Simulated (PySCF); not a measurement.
Cl3OSi, SMILES [O][Si](Cl)(Cl)Cl, multiplicity 2. The structure is a stationary point at ωB97X-D3(BJ)/def2-SVP. The isomer is the one that the SMILES or the coordinates give; other isomers of the formula were not compared.

All values below come from ωB97X-D3(BJ)/def2-SVP (PySCF).

Harmonic wavenumbers (cm⁻¹): 108, 162, 227, 236, 239, 474, 656, 657, 900. Rotational constants (GHz): 1.883, 1.819, 1.281; symmetry number 1.

Task: Work out the zero-point energy and the ideal-gas rigid-rotor harmonic-oscillator thermochemistry at 298.15 K and 1 atm.

Result: ZPE = ½ Σ hcν = ½ × 3659 cm⁻¹ = 21.89 kJ/mol. H − E(el) = 40.81 kJ/mol. Entropy in J/(mol K): translation 171.27, rotation 120.01, vibration 54.23, spin 5.76, total 351.28. G − E(el) = -63.92 kJ/mol. Cp = 86.96 J/(mol K). Modes under 150 cm⁻¹ make the vibrational entropy uncertain.
